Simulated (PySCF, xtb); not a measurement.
H9Si4, SMILES [SiH3][SiH][SiH2][SiH3] (connectivity only; charge and spin as stated), charge +1, multiplicity 1. Atoms are numbered in the order given.

```xyz
13

Si     2.4355     1.2225    -0.1537
Si     1.0245    -0.6769     0.0026
Si    -1.0503    -0.7931     1.0197
Si    -2.3539     0.1363    -0.7807
H      2.2983     1.6348    -1.5769
H      3.7928     0.7110     0.1684
H      1.9236     2.2281     0.8066
H      1.3918    -1.8168    -0.8869
H     -1.3930    -2.2094     1.3045
H     -1.0344     0.1072     2.2010
H     -3.7217     0.2354    -0.2086
H     -1.7742     1.4648    -1.1094
H     -2.2643    -0.7983    -1.9304
```
Charge +1, spin multiplicity 1.

Coordinates come from a B3LYP-D3(BJ)/def2-SVP optimisation. The multiplicity is an assumed one; other spin states were not compared. The isomer is the one that the SMILES or the coordinates give; other isomers of the formula were not compared. One conformer was computed; it need not be the lowest.

Method: C-PCM-ωB97X/def2-SVP in PySCF.

The values are the electrostatic part of the solvation free energy, E(continuum) − E(gas) at the gas-phase geometry, in a cavity of scaled van der Waals radii (PySCF's table); cavitation and dispersion terms are not included. In vacuum the orbital gap is 8.05 eV.

```
solvent             ε  ΔG(elec) (kcal/mol)  gap (eV)
--------------  -----  -------------------  --------
water           78.36                -49.8      8.37
ethylethanoate   5.99                -41.9      8.31
n-hexane         1.88                -23.4      8.18
```

For comparison, GFN2-xTB/ALPB(water) (xtb, at the GFN2-xTB geometry, all terms of that model) gives -38.0 kcal/mol.
